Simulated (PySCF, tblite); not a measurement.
Isomers of C7H8N (doublet state). Method: GFN2-xTB as coded in tblite; computed harmonic values from a numerical Hessian at the method's own geometry, unscaled. Against measured fundamentals such values can be off by several per cent, at times by over 20. One conformer each. Open shells enter through the occupations alone, without spin polarisation, and single modes of such species can be off by tens of per cent.

Electronic energies: B3LYP/pcH-1 single points on the GFN2-xTB geometries (PySCF, gas phase).

```tsv
SMILES	electronic energy, lowest = 0 (kcal/mol)
C/N=C/[C]1C=CC=C1	10.9
C#C[C@@H]1C[C]=NCC1	53.0
N#C[C@@H]1[CH]C=CCC1	0.0
N#C[C@H]1C[C]=CCC1	25.6
```

Task: How do GFN2-xTB zero-point energies change the relative energies?

Result: 
| SMILES | ZPE (kcal/mol) | of it from modes above 1550 cm⁻¹ | electronic (kcal/mol) | with ZPE, lowest = 0 (kcal/mol) | lowest mode (cm⁻¹) | rings |
| --- | --- | --- | --- | --- | --- | --- |
| N#C[C@@H]1[CH]C=CCC1 | 80.6 | 37.7 | 0.0 | 0.0 | 84 | 1 |
| C/N=C/[C]1C=CC=C1 | 78.4 | 36.9 | 10.9 | 8.7 | 95 | 1 |
| N#C[C@H]1C[C]=CCC1 | 80.8 | 40.0 | 25.6 | 25.9 | 101 | 1 |
| C#C[C@@H]1C[C]=NCC1 | 80.0 | 40.4 | 53.0 | 52.5 | 102 | 1 |

The zero-point energies span 2.4 kcal/mol, from `C/N=C/[C]1C=CC=C1` to `N#C[C@H]1C[C]=CCC1`. The order is unchanged.

Task: And how do the electronic energies of GFN2-xTB itself compare?

Result: `N#C[C@@H]1[CH]C=CCC1` 0.0; `C/N=C/[C]1C=CC=C1` 0.0; `N#C[C@H]1C[C]=CCC1` 25.2; `C#C[C@@H]1C[C]=NCC1` 35.7 kcal/mol, lowest = 0. Against the energies above, taken from the same isomer `N#C[C@@H]1[CH]C=CCC1`, the largest difference is 17.3 kcal/mol.

Task: What do entropy and thermal enthalpy add at 298.15 K and 1 bar (rigid rotor, harmonic oscillator, one conformer each)?

Result: 
| SMILES | point group | symmetry number | S (cal/(mol K)) | H − H(0) (kcal/mol) | ZPE + H − H(0) − TS (kcal/mol) |
| --- | --- | --- | --- | --- | --- |
| N#C[C@@H]1[CH]C=CCC1 | C1 | 1 | 85.4 | 5.21 | 60.3 |
| C/N=C/[C]1C=CC=C1 | Cs | 1 | 88.2 | 5.57 | 57.7 |
| N#C[C@H]1C[C]=CCC1 | C1 | 1 | 85.4 | 5.22 | 60.6 |
| C#C[C@@H]1C[C]=NCC1 | C1 | 1 | 86.3 | 5.39 | 59.7 |

S holds R ln(2S + 1) for the spin.
